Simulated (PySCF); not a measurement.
**Electron correlation in Sm³⁺ (samarium, charge +3)**

[Xe] 4f5, one real determinant. All numbers are calculated (PySCF 2.14, scalar relativity by spin-free X2C-1e, in cc-pVDZ-X2C). Frozen: [Kr] 4d10; 13 electrons correlated.

```json
{"level": "CCSD", "correlation energy (mhartree)": "-318.35"}
{"level": "(T)", "correlation energy (mhartree)": "-9.21"}
{"level": "CCSD(T)", "correlation energy (mhartree)": "-327.56"}
```

Diagnostics: T1 = 0.0068, D1 = 0.0154, largest double amplitude 0.084.

Q: Is a single reference adequate?

A: Mostly. T1 lies below 0.03, but a double amplitude of this size points to a near-degeneracy that CCSD handles and MP2 describes poorly.

The reference is one real determinant that mixes LS terms of this configuration.
